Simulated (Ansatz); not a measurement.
The same path of AlBH$_{4}$O$_{2}$ (8 atoms, charge 0, multiplicity 1) was run twice with different band settings.

All numbers below come from RKS PBE0/def2-SVP (Ansatz 0.2.0).

Relaxed end points:

```xyz
8
Properties=species:S:1:pos:R:3
B -0.392 1.779 -0.150
O 0.080 0.531 -0.115
Al 0.723 -1.047 -0.109
O -0.191 -2.346 0.470
H -0.976 2.175 -1.142
H -0.240 2.509 0.812
H 2.171 -1.308 -0.641
H -1.082 -2.351 0.819
```

```xyz
8
Properties=species:S:1:pos:R:3
B -0.399 1.777 -0.161
O 0.077 0.530 -0.128
Al 0.723 -1.047 -0.112
O -0.178 -2.341 0.496
H -0.218 2.516 0.789
H -1.013 2.162 -1.138
H 2.162 -1.313 -0.663
H -1.063 -2.342 0.862
```

Common settings: movable images 5; spring 5.0 eV/Å²; start path IDPP; force threshold 0.05 eV/Å; iteration limit 60; end points relaxed.

| run | climbing image | optimiser |
| --- | --- | --- |
| 1 | yes | quadratic models (default) |
| 2 | from the first iteration | lbfgs |

Problem. What does each run give, and how far can it be trusted?

Solution. Run 1: converged after 6 iterations, highest image 0.082 eV above the first end. A vibrational analysis at the climbing image gives 2 clearly imaginary modes (149i, 45i cm⁻¹): a point of higher order, so a lower path passes nearby.
Run 2: converged after 10 iterations, highest image 0.082 eV above the first end. Another band between the same ends (5 images) ends at a top of the same energy, where a vibrational analysis finds 2 clearly imaginary modes.
